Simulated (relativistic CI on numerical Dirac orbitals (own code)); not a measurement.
# One change at a time: Sb

Base calculation: Dirac-Coulomb-Breit CI, orbitals from a KLI potential per configuration, model QED (radiative potential, 1s self-energy scaled to tabulated hydrogen-like ionisation energies), valence Slater integrals scaled by 0.85, P86 correlation energy added to each configuration.

CI space (outside the closed core [Kr] 4d10): 5s2 5p3, 5s2 5p2 6s, 5s2 5p2 5d, 5s 5p4, 5s2 5p2 7s, 5s2 5p2 6p, 5s2 5p2 7p, 5s2 5p2 6d, 5s2 5p 5d2, 5s2 5p2 4f, 5s2 5p2 7d, 5s2 5p2 5f, 5s2 5p2 5g, 5s2 5p2 6f, 5s2 5p2 7f, 5p5. Levels of other configurations are missing.

The lowest level and the first level of each name with at least 55 % of one term (blank where a level has no safe partner in the second run):

| Level | Base (cm⁻¹) | Shift (cm⁻¹) |
| --- | --- | --- |
| 5s2 5p3 4S°_3/2 | 0.0 | 0.0 |
| 5s2 5p3 2D°_3/2 | 9758.7 | -1189.1 |
| 5s2 5p3 2D°_5/2 | 11446.6 | -1175.7 |
| 5s2 5p3 2P°_1/2 | 15604.9 | -1385.2 |
| 5s2 5p3 2P°_3/2 | 17896.6 | -1262.6 |
| 5s2 5p2 6s 4P_1/2 | 45150.5 | -835.1 |
| 5s2 5p2 6s 4P_3/2 | 47764.9 | -710.0 |
| 5s2 5p2 6s 2P_1/2 | 49050.3 | -859.5 |
| 5s2 5p2 6s 4P_5/2 | 50297.3 | -785.9 |
| 5s2 5p2 6s 2P_3/2 | 51655.3 | -939.3 |
| 5s2 5p2 6p 4D°_1/2 | 53146.8 | -846.6 |
| 5s2 5p2 6p 4D°_5/2 | 56481.8 | -756.8 |
| 5s2 5p2 5d 4F_5/2 | 56856.4 | -487.8 |
| 5s2 5p2 6p 2D°_3/2 | 57098.1 | -835.2 |

Correlation outside the listed configurations is missing or only estimated: errors of thousands of cm⁻¹ between configurations and terms are usual at this charge. Rates and lifetimes follow the computed energies and can be off by large factors. The fine structure of a lone outer electron comes out too small, for d and f at times inverted, and misplaced configurations move strength between like terms. 14 of the 20 excited levels that our extract of the measured tables holds in this range could be paired (the sources list more); they are missed by 1780 cm⁻¹ on average and 2863 at most, and levels without a partner can miss by more.

(1) One thing was changed in a second run, which moved the levels as shown. Which?
A. valence Slater integrals scaled by 0.75
B. only the first 3 configurations
C. non-relativistic limit
D. self-excluded LDA correlation estimate
E. Breit term removed
F. QED terms removed
G. configuration mixing switched off

Results:

(1) A. Valence Slater integrals scaled by 0.75. Scaling acts on the splittings between terms and on the mixing, and leaves the fine structure of pure LS terms nearly alone; in jj coupling it moves the levels of one term differently.

LS names give the leading component of a level, which can be under half, so a name can repeat, a term be missing and a line seem to break the LS rules.
